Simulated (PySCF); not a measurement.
selenium hexafluoride (F₆Se), SMILES [Se](F)(F)(F)(F)(F)F.

Geometry optimised at B3LYP-D3(BJ)/def2-SVP.

Method: ωB97X/def2-TZVP (PySCF).

Symmetry labels are those of the subgroup D2h that the program uses (full group Oh).

Computed valence orbital energies around the gap with their symmetry:
| orbital | symmetry | energy (eV) |
|---|---|---|
| HOMO−7 | B2u | -16.22 |
| HOMO−6 | B3u | -16.22 |
| HOMO−5 | B1u | -16.17 |
| HOMO−4 | B2u | -16.17 |
| HOMO−3 | B3u | -16.17 |
| HOMO−2 | B1g | -15.28 |
| HOMO−1 | B2g | -15.28 |
| HOMO | B3g | -15.28 |
| LUMO | Ag | -1.83 |
| LUMO+1 | B1u | 3.82 |
| LUMO+2 | B2u | 3.82 |
| LUMO+3 | B3u | 3.82 |
